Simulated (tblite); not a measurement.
Compound: C6H12P (charge +1).
Cartesian coordinates in Å at the GFN2-xTB level; atoms count from 1:
```
atom  x, y, z in Å
C1    -2.7525    1.2109   -0.5880
C2    -1.8007    0.4103   -1.0451
P3    -0.7351   -0.5624    0.0230
C4    -0.8293   -2.3023   -0.4576
C5     0.9470    0.0230   -0.0382
C6     1.5508    0.6166    0.9942
C7     2.9332    1.1322    0.9693
H8    -2.9622    1.3170    0.4645
H9    -3.3652    1.7917   -1.2575
H10   -1.5899    0.3108   -2.1038
H11   -1.1986   -0.4239    1.3140
H12   -0.4492   -2.4109   -1.4754
H13   -0.2213   -2.9069    0.2158
H14   -1.8643   -2.6428   -0.4249
H15    1.4479   -0.1124   -0.9900
H16    1.0176    0.7384    1.9303
H17    2.9300    2.1950    1.2107
H18    3.5241    0.6409    1.7420
H19    3.4080    0.9840    0.0037
```

Computed with GFN2-xTB (tblite): harmonic, unscaled wavenumbers at the GFN2-xTB geometry, gas phase. Errors from tens to a few hundred cm⁻¹ against measured bands are possible. Modes of hydrogen on phosphorus can be 10 to 20 % off. One conformer, not necessarily the lowest.

Harmonic wavenumbers (cm⁻¹): 37.2, 49.9, 113.1, 133.5, 162.5, 174.8, 183.2, 263.2, 279.7, 350.0, 397.9, 555.8, 687.1, 693.7, 746.3, 790.2, 807.1, 827.2, 891.9, 913.0, 926.4, 963.8, 983.6, 992.6, 997.7, 1012.8, 1121.2, 1200.6, 1213.6, 1264.8, 1312.2, 1374.1, 1382.0, 1388.8, 1389.9, 1435.1, 1447.5, 1635.9, 1644.5, 2411.6, 2980.5, 2996.3, 3001.9, 3004.8, 3022.9, 3024.1, 3025.0, 3037.3, 3065.4, 3094.0, 3127.6.

A = 3178, B = 1174, C = 929.2 MHz; mass 115.068 u (most abundant isotopes); point group C1, symmetry number 1.

**Question.** Zero-point energy?

**Answer.** ½Σν̃ = 34268 cm⁻¹ = 97.98 kcal/mol.

**Question.** What is S at 200 K and 1 bar for an ideal gas of classical rigid rotors and harmonic oscillators?

**Answer.** Translation 38.18, rotation 27.73, vibration 21.91: S = 87.8 cal/(mol K).

**Question.** And Cp and H(200 K) − H(0)?

**Answer.** Cp = 29.15 cal/(mol K), of which vibrations give 21.20 (their classical limit is 51 R = 101.3); H(200 K) − H(0) = 3.89 kcal/mol without the zero-point energy, 2.30 from vibrations.

**Question.** How do the functions run with temperature in this model?

**Answer.** 
```
 T (K)  S (cal/(mol K))  Cp (cal/(mol K))  H − H(0) (kcal/mol)  G − H(0) (kcal/mol)  ln q(vib)
   150             80.1              24.9                 2.54                -9.47       3.76
   250             94.8              33.8                 5.46               -18.24       6.66
298.15            101.2              38.5                 7.20               -22.96       7.99
   400            113.8              48.1                11.61               -33.92      10.73
   600            136.3              62.9                22.80               -58.98      15.91
   900            164.8              77.4                44.02              -104.28      23.13
```

q(vib) and H(0) count from the zero-point level.

**Question.** What must be added to the electronic energy to get the Gibbs energy at 200 K and 1 bar?

**Answer.** ZPE + [H(200 K) − H(0)] − T·S = 97.98 + 3.89 − 17.56 = 84.31 kcal/mol.

Hindered rotation and anharmonicity are outside this model. Other conformers, if any are populated, would add a mixing term that is left out. The structure is chiral; the term R ln 2 for an equal mix with its mirror image is left out.
